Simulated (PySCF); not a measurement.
# Two-photon absorption: `CC#C/C(=C\F)[S@@](C)=O`, C$_{6}$H$_{7}$FOS

Geometry (Å), atoms numbered from 1 in this order:
```xyz
16

C     2.8875    0.9793   -0.8638
C     1.7575    0.3979   -0.1832
C     0.8262   -0.1010    0.3957
C    -0.2852   -0.6261    1.0638
C    -0.4576   -1.8608    1.5197
F     0.4443   -2.8404    1.3733
S    -1.6565    0.5586    1.3991
C    -2.1810    0.6123   -0.3744
O    -2.6789   -0.2127    2.0999
H     3.7894    0.4096   -0.6423
H     2.7204    0.9713   -1.9410
H     3.0272    2.0090   -0.5351
H    -1.3503   -2.1721    2.0433
H    -1.3452    0.9674   -0.9658
H    -2.4867   -0.3813   -0.6827
H    -3.0186    1.2979   -0.4504
```

Computed, not measured: PySCF, TDDFT wB97X-D/def2-SVPD excited states, vertical, gas phase. Geometry: GFN2-xTB.

**Question.** Give the one- and two-photon strengths of the lowest singlets.

**Answer.** δ for parallel linear polarisation; σ at the peak of a Lorentzian of half width 0.1 eV, single beam; Ω is circular over linear.
| state | E (eV) | f | photon λ (nm) | δ (au) | σ (GM) | Ω | main |
| --- | --- | --- | --- | --- | --- | --- | --- |
| S1 | 5.17 | 0.024 | 479 | 12.7 | 0.12 | 0.94 | HOMO→LUMO 0.39, HOMO−1→LUMO 0.35 |
| S2 | 5.60 | 0.164 | 443 | 21.5 | 0.25 | 1.11 | HOMO→LUMO 0.35, HOMO−1→LUMO 0.30 |
| S3 | 5.71 | 0.028 | 434 | 22 | 0.26 | 0.83 | HOMO→LUMO+1 0.32, HOMO−1→LUMO+1 0.22 |
| S4 | 5.74 | 0.045 | 432 | 21.1 | 0.25 | 1.50 | HOMO−2→LUMO 0.45, HOMO→LUMO+1 0.19 |
| S5 | 6.02 | 0.020 | 412 | 7.64 | 0.10 | 0.67 | HOMO→LUMO+3 0.35, HOMO−1→LUMO+1 0.22 |
